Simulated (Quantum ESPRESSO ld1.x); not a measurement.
Q: The mean radii <r> (bohr) of the occupied orbitals of an atom or ion are listed with their occupations. Calculated with ld1.x of Quantum ESPRESSO 7.5: scalar-relativistic Kohn-Sham, LDA (Slater exchange, VWN5 correlation), spin-polarised, spherical densities, point nucleus.

orbital  occ.      <r>
1s down     1  0.03711
1s up       1  0.03711
2s up       1   0.1628
2s down     1   0.1628
2p up       3   0.1418
2p down     3   0.1418
3s up       1   0.4593
3s down     1   0.4593
3p up       3   0.4627
3p down     3   0.4627
3d up       5   0.4527
3d down     5   0.4526
4s up       1    1.202
4s down     1    1.200
4p up       3    1.342
4p down     3    1.339
4d up       1    1.830

Name the element and its charge. Open shells, if any, are filled with parallel spins first.

A: Z = 40, zirconium, charge +3: Zr3+ in [Kr] 4d1. The 1s radius gives Z: for a bare nucleus <r> = (2 gamma + 1)/(2Z) with gamma = sqrt(1 - (Z/c)^2), 0.03641 bohr for Z = 40, and screening makes it slightly larger (0.03711 here). The occupations add up to 37, and the charge is Z minus that.
